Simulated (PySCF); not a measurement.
An unknown is described by computed data only.

Formula: C2H6Cl3NSi.

| Quantity | Value |
| --- | --- |
| 13C NMR | chemical shifts (computed TMS as zero) by class: 41.0 (1 C), 21.6 (1 C) ppm [GIAO KT2/pcSseg-1] |
| 1H NMR | chemical shifts (computed TMS as zero) by class: 2.96 (2 H), 1.59 (1 H), 1.16 (3 H) ppm [GIAO KT2/pcSseg-1] |
| Polarisability | 97.5 au [B3LYP/def2-SVPD] |
| XPS | Si2p3/2 109.3, Cl2p3/2 206.4 (×3), C1s 291.0, C1s 292.2, N1s 405.2, Si1s 1849.5, Cl1s 2829.0 (×3) eV [ΔSCF SCAN, pcX-2 on the ionised atom, pcseg-1 elsewhere, spin-free X2C, 2p3/2 from a spin–orbit splitting computed afterwards within the 2p shell] |
| Dipole | 2.74 D [B3LYP/def2-SVPD] |
| UV, first state | lowest singlet excitation: 5.97 eV (208 nm, f = 0.008) [TDDFT B3LYP/def2-SVPD] |
| UV, strongest line | among the 10 lowest singlet transitions: S5 at 7.35 eV (169 nm, f = 0.065) [TDDFT B3LYP/def2-SVPD] |
| Rotational structure | rotational constants A, B, C: 1.314, 0.849, 0.819 GHz [PBE0-D3(BJ)/def2-SVP] |
| NMR, other nuclei | isotropic shieldings of nuclei other than C and H, by class: 180 (1 N), 366 (1 Si), 775 (3 Cl) ppm [GIAO KT2/pcSseg-1] |
| Triplet | lowest triplet excitation (Tamm–Dancoff): 5.75 eV [TDA B3LYP/def2-SVPD] |

The electronic properties come from PySCF, for the isolated species, density fitting. Levels stand in brackets. Geometry: PBE0-D3(BJ)/def2-SVP, one conformer, isolated molecule. NMR classes are plain means over equivalent atoms (diastereotopic ones count apart unless rotation or inversion swaps them), as if these changed places fast.

Problem. What is the compound? Reason from the data.

Solution. 2 carbons fall into 2 classes; from least to most shielded: carbon bonded to C, N and 2 H (41.0 ppm), carbon bonded to C and 3 H (21.6 ppm). Hydrogen classes from least to most shielded: 2 H on a carbon bonded to C, N and 2 H (2.96 ppm), 1 H on a nitrogen bonded to C, Si and H (1.59 ppm), 3 H on a carbon bonded to C and 3 H (1.16 ppm). The other shieldings belong to: 180 ppm, nitrogen bonded to C, Si and H; 366 ppm, silicon bonded to 3 Cl and N; 775 ppm, chlorine bonded to Si. The core levels belong to: Si2p3/2 109.3 eV, silicon bonded to 3 Cl and N; Cl2p3/2 206.4 eV, chlorine bonded to Si; C1s 291.0 eV, carbon bonded to C and 3 H; C1s 292.2 eV, carbon bonded to C, N and 2 H; N1s 405.2 eV, nitrogen bonded to C, Si and H; Si1s 1849.5 eV, silicon bonded to 3 Cl and N; Cl1s 2829.0 eV, chlorine bonded to Si. One atom of each topological class was ionised and stands for its class. The optimised geometry has point group C1 and is an asymmetric top. Structure: SiCl3(NHEt) (`CCN[Si](Cl)(Cl)Cl`). The assignments are read from this structure; whether some other isomer fits the data as well wasn't checked.
